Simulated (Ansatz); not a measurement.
Basis-set series for C6H9FGeO6. Charge 0, multiplicity 1. The bonds changed during the relaxation, so this is another structure than the one it started from. The geometry is a stationary point of PBE0-D4/def2-TZVP. It is one conformer, not always the lowest.

Cartesian coordinates in Å:
```
C -1.6495 -0.3320 -3.7166
C -1.2261 -0.5038 -2.3080
O -2.0176 -0.5071 -1.3380
O 0.0122 -0.6642 -2.0141
Ge -0.3632 -0.8157 -0.1406
F -0.7347 -2.5005 -0.0705
O -1.2943 -0.2754 1.4415
C -1.0340 0.9562 1.2126
C -1.3807 2.0102 2.1836
O -0.4402 1.1823 0.1236
O 1.3724 -0.9605 0.3372
C 1.9907 -0.3901 1.3668
C 3.4384 -0.7797 1.4154
O 1.4656 0.3451 2.1654
H -1.3667 -1.2235 -4.2800
H -2.7228 -0.1738 -3.7778
H -1.1120 0.5126 -4.1508
H -2.2897 1.7509 2.7227
H -0.5508 2.0476 2.8954
H -1.4692 2.9750 1.6897
H 3.5214 -1.8651 1.4961
H 3.9237 -0.3010 2.2623
H 3.9270 -0.4873 0.4840
```

```tsv
functional	basis	functions	energy (Eh)	HOMO (eV)	LUMO (eV)
PBE0-D4	def2-SVP	259	-2860.50096	-7.76	-0.69
PBE0-D4	def2-QZVPP	1100	-2861.76870	-7.87	-0.75
ωB97M-V	def2-SVP	259	-2861.22684	-10.20	1.64
ωB97M-V	def2-QZVPP	1100	-2862.51397	-10.33	1.46
```

**Question.** Give the rows for def2-TZVPP. (Best estimate.)

**Answer.** Ansatz gave: 
```
functional       basis  functions  energy (Eh)  HOMO (eV)  LUMO (eV)
   PBE0-D4  def2-TZVPP        577  -2861.68213      -7.84      -0.70
   ωB97M-V  def2-TZVPP        577  -2862.43146     -10.30       1.57
```

Positive LUMOs are unbound and depend on the basis. Scalar relativity is left out up to krypton.
